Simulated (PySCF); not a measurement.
C₃H₅BF₂. Atoms are numbered in the order given.

```xyz
11

C      1.4313     1.2190     0.0000
C      0.1676     0.7571     0.0000
C     -1.0342     1.6686     0.0000
B     -0.0567    -0.7815     0.0000
F     -1.2787    -1.2979     0.0000
F      0.9497    -1.6453     0.0000
H      1.6574     2.2917     0.0000
H      2.2861     0.5365     0.0000
H     -1.6714     1.4844    -0.8814
H     -1.6714     1.4844     0.8814
H     -0.7448     2.7305     0.0000
```
Charge 0, spin multiplicity 1.

Geometry: B3LYP-D3(BJ)/def2-SVP. One conformer was computed; it need not be the lowest.

All values below come from PBE/def2-TZVP (PySCF).

Atomic charges (e):

| atom | Mulliken | Löwdin |
|---|---|---|
| C1 | -0.23 | -0.11 |
| C2 | … | -0.16 |
| C3 | … | -0.26 |
| B4 | 0.44 | -0.86 |
| F5 | … | 0.36 |
| F6 | … | 0.36 |
| H7 | 0.12 | 0.13 |
| H8 | 0.14 | 0.14 |
| H9 | 0.13 | 0.14 |
| H10 | 0.13 | 0.14 |
| H11 | 0.12 | 0.13 |

### Question
Fill in the missing entries. (An estimate is asked for; the answer gives what the named calculation found.)

### Answer

- C2, Mulliken: -0.07
- C3, Mulliken: -0.35
- F5, Mulliken: -0.21
- F6, Mulliken: -0.21

### Question
Give the Mayer and Wiberg (Löwdin basis) orders of the bonds. (Estimate from the structure and the level; the computed values follow.)

### Answer

```json
[
 {"bond": "C1–C2", "Mayer": "1.82", "Wiberg": "1.96"},
 {"bond": "C2–C3", "Mayer": "0.96", "Wiberg": "1.22"},
 {"bond": "C2–B4", "Mayer": "1.04", "Wiberg": "1.14"},
 {"bond": "B4–F5", "Mayer": "1.24", "Wiberg": "2.09"},
 {"bond": "B4–F6", "Mayer": "1.23", "Wiberg": "2.09"},
 {"bond": "C1–H7", "Mayer": "0.94", "Wiberg": "0.88"},
 {"bond": "C1–H8", "Mayer": "0.94", "Wiberg": "0.87"},
 {"bond": "C3–H9", "Mayer": "0.95", "Wiberg": "0.88"},
 {"bond": "C3–H10", "Mayer": "0.95", "Wiberg": "0.88"},
 {"bond": "C3–H11", "Mayer": "0.97", "Wiberg": "0.89"}
]
```
